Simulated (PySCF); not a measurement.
Compound: C2H10FN2Si2 (doublet state).
Cartesian coordinates in Å at the GFN2-xTB level; atoms count from 1:
```xyz
17
C2H10FN2Si2 angstrom
C      1.996    1.550   -1.985
N      1.054    1.031   -1.030
Si     1.372   -0.305    0.023
Si    -0.570   -0.914    1.027
C     -2.231   -1.381    0.214
N     -0.951    0.311    2.182
F     -0.125   -2.294    1.796
H      2.625    0.735   -2.333
H      2.644    2.324   -1.557
H      1.471    1.978   -2.842
H      0.423    1.747   -0.701
H      2.037   -1.256   -0.891
H     -2.963   -1.707    0.950
H     -2.093   -2.195   -0.493
H     -2.654   -0.542   -0.330
H     -1.817    0.260    2.693
H     -0.225    0.669    2.780
```

The hyperfine couplings belong to this conformer and change with its torsions.

Identity: `CN[SiH][Si@](C)(N)F` [radical].

Computed, not measured: UKS B3LYP, pcH-1 on C F H N Si, non-relativistic, mean-field spin-orbit, GIAO in PySCF. Isolated species at its GFN2-xTB geometry (one conformer only). A GFN2-xTB geometry isn't a minimum of the functional, and hyperfine couplings can be far from their values at a DFT geometry, by a factor of two or more for some ions and for spin on atoms past the first row. No stability test was run, so a lower SCF solution isn't excluded.

Problem. Where do the isotropic ENDOR lines of C5, C1, N2, F7, H12, H11, H8/H9/H10, H13/H14/H15, Si3 and Si4 fall at 3360.9 mT, to first order?

Solution. ν± = |νn ± a/2|, one line for each electron-spin manifold; νn = |g_N| × 7.62259 MHz/T × B.

```csv
nuclei,isotope,g_N,νn (MHz),a_iso (MHz),lower line (MHz),upper line (MHz)
C5,13C,1.4048,35.99,24.67,23.65,48.33
C1,13C,1.4048,35.99,-5.95,33.02,38.96
N2,14N,0.4038,10.34,9.90,5.39,15.30
F7,19F,5.2577,134.70,-4.46,132.47,136.93
H12,1H,5.5857,143.10,58.47,113.86,172.34
H11,1H,5.5857,143.10,-15.65,135.27,150.92
H8/H9/H10,1H,5.5857,143.10,13.14,136.53,149.67
H13/H14/H15,1H,5.5857,143.10,3.03,141.58,144.61
Si3,29Si,-1.1106,28.45,-350.23,146.66,203.57
Si4,29Si,-1.1106,28.45,-91.48,17.29,74.19
```

The rows for 13C and 29Si, of low natural abundance, apply to labelled samples.

Problem. Which pairs are centred on the nuclear Larmor frequency, and which on half the coupling?

Solution. Centred on νn, since |a| < 2νn: C5, C1, N2, F7, H12, H11, H8/H9/H10 and H13/H14/H15. Centred on |a|/2 and split by 2νn: Si3 and Si4.

Couplings of abundant isotopes left out: N6 (-1.7 MHz) and H16/H17 (-1.3 MHz).

Nuclei that the bonding pattern makes equivalent are averaged, as if the motion that swaps them (rotation, inversion, ring flip) were fast. The three 1H nuclei of mean +13.1 MHz run from 1.3 to 23.6 MHz in the frozen geometry. The three 1H nuclei of mean +3.0 MHz run from -2.0 to 11.9 MHz in the frozen geometry.

Hardware: Arm Neoverse V2, one thread (shared host). Cost: 87 s wall (grids of density and orbitals included), 0.99 GiB resident at most.
